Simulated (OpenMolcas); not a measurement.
**Cu3+, Ag3+, Au3+: d⁸ down the group**

| Property | Result |
| --- | --- |
| Program | OpenMolcas |
| Method | SS-CASPT2, IPEA 0.25 Eh, imaginary shift 0.1 Eh |
| Basis | ANO-R2 |
| Scalar Hamiltonian | X2C, finite nucleus |
| Spin-orbit coupling | state interaction with AMFI integrals over the reference wave functions, term energies averaged over their components |

Active space for each ion: 8 electrons in 5 orbitals (d); closed shells correlated by CASPT2: Cu3+ 3s 3p; Ag3+ 4s 4p; Au3+ 5s 5p.

Computed levels in cm-1 above ³F₄:

```tsv
Level	Cu3+	Ag3+	Au3+
³F₃	1841	3990	12290
³P₂	19820	11820	18810
³P₁	20260	16030	22770
³P₀	20600	16280	19500
¹G₄	27010	20570	26440
¹S₀	61680	47700	56060
weight of ³F in the lowest level (%)	100	99	95
```

Mixed levels, with the weight of the term that names them: Ag3+ ³P₂ (52 %), Au3+ ³P₂ (52 %).

Measured, with the error of the calculation in %. Measured levels: Cu3+ from Sugar and Musgrove, J. Phys. Chem. Ref. Data 19, 527 (1990); Ag3+ from the list in Gamrath, thesis, University of Mons (2023); Au3+ from Zainab et al., Astrophys. J. Suppl. Ser. 267, 12 (2023).

| Level | Cu3+ | Ag3+ | Au3+ |
| --- | --- | --- | --- |
| ³F₃ | 1861 (-1.1) | 4172 (-4.3) | 12294 (0) |
| ³P₂ | 19697 (+0.6) |  |  |
| ³P₁ | 20097 (+0.8) | 15900 (+0.8) | 21490 (+5.9) |
| ³P₀ | 20423 (+0.9) | 16092 (+1.1) | 18185 (+7.2) |
| ¹G₄ | 26913 (+0.4) | 20570 (0) | 25702 (+2.9) |
| ¹S₀ | 61456 (+0.4) | 47139 (+1.2) | 55278 (+1.4) |

The fine-structure level ³F₃ changes by a factor of 6.68 from Cu3+ to Au3+.

Without spin-orbit coupling ³P lies 18420, 12040, 10470 cm-1 above ³F in that order; the difference to the level ³P₂, of either sign, comes from spin-orbit coupling, which also lowers the zero.

Term energies are means over components that CASPT2 splits; among the terms shown or strongly mixed into the levels shown the widest spread is 730 cm-1 (3d⁸ ³F, Cu3+). Measured partners are found by configuration, term and J. A level has none where our copy of the source lacks it or the pairing is in doubt (some pairs that miss far off the trend of their configuration count as doubtful), and it then counts in no deviation. Levels of configurations outside the active space are missing.
